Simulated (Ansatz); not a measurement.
```yaml
crystal:
  periodic: [true, true, true]
  atoms:
    - {symbol: C, position_ang: [-0.614103, 1.526595, 0.431684]}
    - {symbol: C, position_ang: [0.423297, 0.348160, 0.670114]}
    - {symbol: N, position_ang: [0.560803, -0.231649, -0.646409]}
    - {symbol: Ga, position_ang: [0.079138, -2.336373, -0.825410]}
    - {symbol: H, position_ang: [0.085904, 2.497728, -0.142265]}
    - {symbol: H, position_ang: [-0.651705, 2.207078, 1.411900]}
    - {symbol: H, position_ang: [-1.573817, 0.876423, -0.051285]}
    - {symbol: H, position_ang: [-0.153021, -0.465290, 1.376141]}
    - {symbol: H, position_ang: [1.147241, 0.511658, 1.232617]}
    - {symbol: H, position_ang: [0.982736, 0.268834, -1.277086]}
    - {symbol: H, position_ang: [0.385117, -2.841725, -2.210132]}
    - {symbol: H, position_ang: [-0.808585, -3.008772, 0.158796]}
basis:
  gaussian: {orbitals: aug-cc-pVDZ}
hamiltonian: {xc: {name: SPW92}}
accuracy: high
output: {forces: true}
```

```sh
$ ansatz run in.yaml --threads 4 --pin off --events-out ev --progress --plain --max-ram 10444MiB
```

Output, abridged:

```
Error: YAML parse error: error: line 2 column 3: crystal: missing field `lattice` (a structure is typed as `lattice` and `atoms`, a molecule's as `atoms` in Å alone, or read from a run's directory, `checkpoint`)
 --> <input>:2:3
  |
1 | crystal:
2 |   periodic: [true, true, true]
  |   ^ crystal: missing field `lattice` (a structure is typed as `lattice` and `atoms`, a molecule's as `atoms` in Å alone, or read from a run's directory, `checkpoint`)
3 |   atoms:
4 |     - {symbol: C, position_ang: [-0.614103, 1.526595, 0.431684]}
  |
```

Task: Something in this input is off. What?

Result: The molecule is marked periodic without a cell. The input was rejected before any iteration.
